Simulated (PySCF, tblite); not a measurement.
C₅H₁₂B₂FN.
SMILES with atom numbers: `[BH2:1][N:2]([CH3:3])[BH:4][C@H:5]1[CH2:6][C@H:7]([F:8])[CH2:9]1` (hydrogens: H10, H11 on B1; H12, H13, H14 on C3; H15 on B4; H16 on C5; H17, H18 on C6; H19 on C7; H20, H21 on C9)

Jobs on this species (21 atoms, 68 electrons) with PySCF (density fitting) and tblite. Hardware of each: one thread of an Intel Xeon at 2.50 GHz, on a shared host. The host was shared with other jobs, so the times are rough.

```json
{"level and settings": "PBE0/pcSseg-1", "work": "shieldings, ring-centre shieldings, charges and field gradients", "basis functions": "213", "SCF cycles": "?", "wall time": "?"}
{"level and settings": "GFN2-xTB", "work": "Hessian by finite differences", "basis functions": "–", "SCF cycles": "–", "wall time": "2.5 s"}
{"level and settings": "GFN2-xTB", "work": "L-BFGS relaxation", "basis functions": "–", "SCF cycles": "–", "wall time": "2.2 s"}
```

Question: Fill in the missing figures.

Answer: 
- PBE0/pcSseg-1; shieldings, ring-centre shieldings, charges and field gradients: 1.9 min, 14 SCF cycles

Question: What do all jobs in the table cost together?

Answer: About 2.0 min; the longest takes about 96 % of that, and about 52 times as long as the shortest.
